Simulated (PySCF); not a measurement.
La (lanthanum, neutral) across methods

[Xe] 5d2 6s1, high-spin 4F determinant (an excited configuration). Computed with PySCF 2.14 in cc-pVDZ-X2C, with the spin-free X2C one-electron Hamiltonian (Gaussian nucleus).

```json
{"method": "UHF", "E (hartree)": "-8489.28382", "mean ε 5p β (eV)": "-25.856", "mean ε 5d α (eV)": "-5.510", "mean ε 6s α (eV)": "-4.823", "Σ⟨r²⟩ (bohr²)": "90.21", "⟨S²⟩": "3.761"}
{"method": "PBE", "E (hartree)": "-8492.06", "mean ε 5p β (eV)": "-20.166", "mean ε 5d α (eV)": "-2.672", "mean ε 6s α (eV)": "-3.358", "Σ⟨r²⟩ (bohr²)": "87.34", "⟨S²⟩": "3.752"}
{"method": "LDA", "E (hartree)": "-8485.26", "mean ε 5p β (eV)": "-20.396", "mean ε 5d α (eV)": "-2.624", "mean ε 6s α (eV)": "-3.548", "Σ⟨r²⟩ (bohr²)": "87.01", "⟨S²⟩": "3.751"}
{"method": "PBE0", "E (hartree)": "-8492.13", "mean ε 5p β (eV)": "-21.829", "mean ε 5d α (eV)": "-3.487", "mean ε 6s α (eV)": "-3.811", "Σ⟨r²⟩ (bohr²)": "87.29", "⟨S²⟩": "3.753"}
```

Question: Estimate the same row for r2SCAN.

Answer: E (hartree) = -8492.47; mean ε 5p β (eV) = -20.736; mean ε 5d α (eV) = -2.875; mean ε 6s α (eV) = -3.417; Σ⟨r²⟩ (bohr²) = 87.36; ⟨S²⟩ = 3.754.

Spin-orbit coupling, absent here, splits the open shell strongly.
